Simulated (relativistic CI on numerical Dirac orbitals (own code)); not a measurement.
**Electric-dipole lines of Ca IV**

Calculated at this level of theory: Dirac-Coulomb-Breit CI, separate exchange-only KLI orbitals for each configuration, QED by a radiative potential, valence Slater integrals scaled by 0.85, P86 correlation estimate, and configurations built on the next ion tied to the tabulated ionisation energy (semi-empirical) (own radial code, finite nucleus).

Configurations in the expansion (outside the closed core [Ne]): 3s2 3p5, 3s2 3p4 3d, 3s2 3p4 4s, 3s2 3p4 4p, 3s2 3p4 4d, 3s2 3p4 5s, 3s2 3p4 4f, 3s 3p6, 3s2 3p3 3d2, 3s 3p5 3d, 3p5 3d2, 3s2 3p4 5p, 3s2 3p4 5d, 3s2 3p4 5f, 3s2 3p4 5g, 3p6 3d, 3s 3p4 3d2, 3s 3p5 4s, 3s 3p5 4p, 3s2 3p3 3d 4s, 3s 3p5 4d, 3s 3p5 5s, 3s 3p5 4f, 3s 3p5 5p. Levels of other configurations are missing.

```csv
λ vac (nm),Lower,Upper,A (s⁻¹),E lower (eV),E upper (eV)
29.142,3s2 3p5 2P°_3/2 [1],3s2 3p4 4s 2S_1/2 [49],1.36e+09,0.0000,42.5453
29.407,3s2 3p5 2P°_1/2 [2],3s2 3p4 4s 2S_1/2 [49],1.02e+09,0.3839,42.5453
32.631,3s2 3p5 2P°_3/2 [1],3s2 3p4 4s 2P_1/2 [36],3.25e+08,0.0000,37.9955
33.622,3s2 3p5 2P°_3/2 [1],3s2 3p4 4s 4P_3/2 [32],2.71e+08,0.0000,36.8756
33.837,3s2 3p5 2P°_3/2 [1],3s2 3p4 4s 4P_5/2 [30],3.74e+08,0.0000,36.6413
234.56,3s2 3p4 4s 4P_5/2 [30],3s2 3p4 4p 4D°_7/2 [42],3.71e+08,36.6413,41.9270
```

Terms are leading LS components. Brackets give the number of a level in order of energy, since labels repeat. The list gives strong lines, with weight on those to low levels, without configurations that were not tied to measured data, without lines whose two gauges differ by over a factor of 2.5, among the lowest 300 of 826 levels, so that lines to higher ones, which can be the strongest, are missing, and without lines across small gaps between configurations, and without 230 lines that miss the measured interval by over 3.5 %, start from a term whose rates miss tabulated ones by over 60 %, have gauges far apart or, lacking measured levels, span too small a gap for the errors found; lines with a level outside our table were not tested and can miss by more. Levels whose partners in the same complex of configurations lie outside the list can be far off, and so can their lines. Rates are taken at the computed energies, electric ones in the length gauge.

Configurations that consist of the next ion and one excited electron were tied to the tabulated ionisation energy; Rydberg ones are usually within 1,000 to 3,000 cm⁻¹ and the lowest ones within about 6,000 (9,000 in d shells), while levels on excited terms of the next ion carry the error of that term, and the other configurations can be misplaced by 10,000 cm⁻¹ or more. Rates follow the energies as ν³ (E1, M1) or ν⁵ (E2), so rates, branching and lifetimes can be off by large factors. The fine structure of a lone outer electron comes out too small, for d and f at times inverted, and misplaced configurations move strength between like terms. 25 of the 27 excited levels that our extract of the measured tables holds in this range could be paired (the sources list more); they are missed by 4973 cm⁻¹ on average and 21774 at most, and levels without a partner can miss by more.

(1) From the table, what is the radiative lifetime of 3s2 3p4 4s 2S_1/2?

Answers

(1) The listed rates from this level add up to about 2.37e+09 s⁻¹, 100 % of its decay; with all channels τ = 4.21e-10 s.
